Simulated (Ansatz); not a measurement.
```yaml
crystal:
  periodic: [false, false, false]
  atoms:
    - {symbol: O, position_ang: [3.359064, -0.725584, -1.831115]}
    - {symbol: Mo, position_ang: [1.743788, -1.175135, -1.603477]}
    - {symbol: O, position_ang: [1.451613, -2.516654, -2.592420]}
    - {symbol: O, position_ang: [1.427316, -1.588316, 0.213960]}
    - {symbol: Mo, position_ang: [0.407897, -1.831364, 1.785842]}
    - {symbol: O, position_ang: [1.396171, -2.177573, 3.115109]}
    - {symbol: O, position_ang: [-0.651495, -3.137510, 1.590170]}
    - {symbol: Xx, position_ang: [-0.574560, -0.240042, 2.053387]}
    - {symbol: Mo, position_ang: [-1.744971, 1.174476, 1.602643]}
    - {symbol: O, position_ang: [-3.360065, 0.723959, 1.829681]}
    - {symbol: O, position_ang: [-1.453851, 2.515910, 2.592011]}
    - {symbol: O, position_ang: [-1.428077, 1.588128, -0.214628]}
    - {symbol: Mo, position_ang: [-0.406959, 1.831990, -1.785289]}
    - {symbol: O, position_ang: [-1.393611, 2.181205, -3.114995]}
    - {symbol: O, position_ang: [0.653833, 3.136605, -1.586813]}
    - {symbol: O, position_ang: [0.573926, 0.239903, -2.054067]}
basis:
  gaussian: {orbitals: def2-mTZVP, fitting: {mean_field: def2-universal-jkfit}}
hamiltonian: {xc: {name: wB97}}
scf: {omitted_lower_state_checks: [starts]}
output: {forces: true}
```

```sh
$ ansatz run in.yaml --threads 2 --pin off --events-out ev --progress --plain --max-ram 31744MiB --backend cpu
```

Problem. Predict how Ansatz answers.

Solution. The input was rejected before any iteration. An element symbol is wrong.
```
Error: YAML parse error: error: line 11 column 16: `Xx` is not an element symbol (H … Og, case-exact)
 9 |     - {symbol: O, position_ang: [1.396171, -2.177573, 3.115109]}
10 |     - {symbol: O, position_ang: [-0.651495, -3.137510, 1.590170]}
11 |     - {symbol: Xx, position_ang: [-0.574560, -0.240042, 2.053387]}
12 |     - {symbol: Mo, position_ang: [-1.744971, 1.174476, 1.602643]}
13 |     - {symbol: O, position_ang: [-3.360065, 0.723959, 1.829681]}
```
